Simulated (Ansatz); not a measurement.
Method: frozen-core CCSD(T)/cc-pVTZ // PBE0-D4/def2-TZVP (Ansatz, a first-principles code).

Ansatz 0.2 input:
```yaml
crystal:
  periodic: [false, false, false]
  atoms:
    - { symbol: O, position_ang: [-1.022274, -0.891297, -0.004359] }
    - { symbol: Al, position_ang: [0.357679, 0.064483, 0.002202] }
    - { symbol: Br, position_ang: [2.343495, -0.945392, 0.022895] }
    - { symbol: Br, position_ang: [0.22821, 2.300204, -0.008854] }
    - { symbol: H, position_ang: [-1.90711, -0.527995, -0.011883] }
basis:
  gaussian: { orbitals: cc-pVTZ }
correlation:
  method: ccsd_t
```

Output:

```
Functional definition: HF
1044 factors; integrals over basis functions are off by at most 9.7e-4 eV
mean field evaluation 1: about -148640.2710 eV, gradient 3.9e1 eV
mean field evaluation 2: about -148640.4321 eV, gradient 3.9e1 eV
mean field evaluation 4: about -148643.3263 eV, gradient 2.1e0 eV
mean field evaluation 8: about -148643.3627 eV, gradient 2.1e-1 eV
mean field evaluation 16: about -148643.3630 eV, gradient 2.9e-6 eV
mean field -148643.36301317 eV, -5462.5428366439 hartree, gradient 2.9e-6 eV, S^2 0.000000; 0 other end points of the search recorded, 0 dependent functions left out
24 core orbitals not correlated
reference -148643.36301317 eV, -5462.5428366439 hartree; 22, 22 occupied and 118, 118 virtual orbitals, 1044 factors
second order -20.56543635 eV of doubles, -0.00000000 eV of singles
cycle   1  -20.62190992 eV  change   -5.6e-2 eV  update   8.6e-2
cycle   2  -21.04166171 eV  change   -4.2e-1 eV  update   2.4e-2
cycle   3  -21.12337257 eV  change   -8.2e-2 eV  update   1.3e-2
cycle   4  -21.10946906 eV  change    1.4e-2 eV  update   3.2e-3
cycle   5  -21.10855809 eV  change    9.1e-4 eV  update   1.4e-3
cycle   6  -21.10917601 eV  change   -6.2e-4 eV  update   4.0e-4
cycle   7  -21.10888554 eV  change    2.9e-4 eV  update   1.4e-4
cycle   8  -21.10887589 eV  change    9.7e-6 eV  update   4.0e-5
perturbative correction -0.79312689 eV, -0.0291468758 hartree
Total energy: -148665.26501596 eV, -5463.3477204006 hartree
```

Cost: around 2.1 core-minutes (rough).
